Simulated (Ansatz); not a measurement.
Ansatz (a quantum-chemistry and plane-wave program) input (PBE-QIDH/def2-TZVPD):

Ansatz 0.2 input:
```yaml
crystal:
  periodic: [false, false, false]
  atoms:
    - {symbol: In, position_ang: [-0.13502049, -0.26849537, -0.11905660]}
    - {symbol: O, position_ang: [1.75275753, 0.18049266, -0.94762285]}
    - {symbol: H, position_ang: [2.35844912, 0.12494586, -0.19847221]}
    - {symbol: O, position_ang: [0.19678019, -0.32801593, 1.96377411]}
    - {symbol: H, position_ang: [-0.36018923, 0.37903304, 2.31168393]}
    - {symbol: O, position_ang: [-1.28164176, 1.47566962, -0.42722270]}
    - {symbol: H, position_ang: [-0.72542356, 2.02712324, -0.99086678]}
basis:
  gaussian:
    orbitals: def2-TZVPD
hamiltonian:
  xc: {name: PBE-QIDH}
total_charge: -1
magnetization: {spin_polarized: true, initial_magnetization: 1}
correlation: {electrons: outside_noble_gas}
```

Output:

```
Functional definition: PBE-QIDH
integrals: 0.41 GiB planned
1489 factors; integrals over basis functions are off by at most 1.1e-3 eV
mean field: 1.71 GiB planned
mean field evaluation 1: about -11341.4824 eV, gradient 3.2e1 eV
mean field evaluation 2: about -11341.5085 eV, gradient 3.2e1 eV
mean field evaluation 4: about -11345.5614 eV, gradient 1.9e0 eV
mean field evaluation 8: about -11345.6363 eV, gradient 3.0e-1 eV
mean field evaluation 16: about -11345.6389 eV, gradient 3.6e-3 eV
mean field -11345.63889503 eV, -416.9445390420 hartree, gradient 3.8e-6 eV, S^2 0.754752; 0 other end points of the search recorded, 0 dependent functions left out
12 core orbitals not correlated, not the lowest: weight in the atoms' cores, before any rotation towards them, 0.949 or more for the frozen orbitals, at most 0.049 for the correlated occupied ones
reference -11345.63891604 eV, -416.9445398141 hartree; 13, 12 occupied and 178, 179 virtual orbitals, 1489 factors
second order -25.42973012 eV of doubles, -0.00000000 eV of singles
Total energy: -11354.11549275 eV, -417.2560482625 hartree
```
